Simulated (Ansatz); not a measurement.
Frontier orbitals of `[NH]=[V]([NH2])([OH])[Cl]`.

The species carries charge 0 and has multiplicity 1. Correlated methods include outer-core shells of V, which these sets cover unevenly. Scalar relativity is left out up to krypton. The structure was optimised at the PBE0-D4/def2-TZVP level. It is one conformer, not always the lowest. Basis def2-TZVPP, the Gaussian-basis code of Ansatz.

```json
{"functional": "PBE", "HOMO (eV)": "-6.47", "LUMO (eV)": "-3.02", "gap (eV)": "3.45"}
{"functional": "revPBE", "HOMO (eV)": "-6.40", "LUMO (eV)": "-2.94", "gap (eV)": "3.46"}
{"functional": "PBE0", "HOMO (eV)": "-7.81", "LUMO (eV)": "-2.14", "gap (eV)": "5.67"}
{"functional": "r2SCAN0", "HOMO (eV)": "-8.03", "LUMO (eV)": "-2.13", "gap (eV)": "5.90"}
{"functional": "BHLYP", "HOMO (eV)": "-9.04", "LUMO (eV)": "-1.11", "gap (eV)": "7.93"}
{"functional": "CAM-B3LYP", "HOMO (eV)": "-9.17", "LUMO (eV)": "-1.05", "gap (eV)": "8.12"}
{"functional": "ωB97M-V", "HOMO (eV)": "-10.04", "LUMO (eV)": "0.06", "gap (eV)": "10.10"}
```

From PBE to PBE0 the HOMO moves by −1.34 eV and the LUMO by +0.88 eV, and with ωB97M-V by −3.58 and +3.08 eV, so the gap grows from 3.45 to 10.10 eV with exact exchange. A positive LUMO is unbound and depends on the basis.
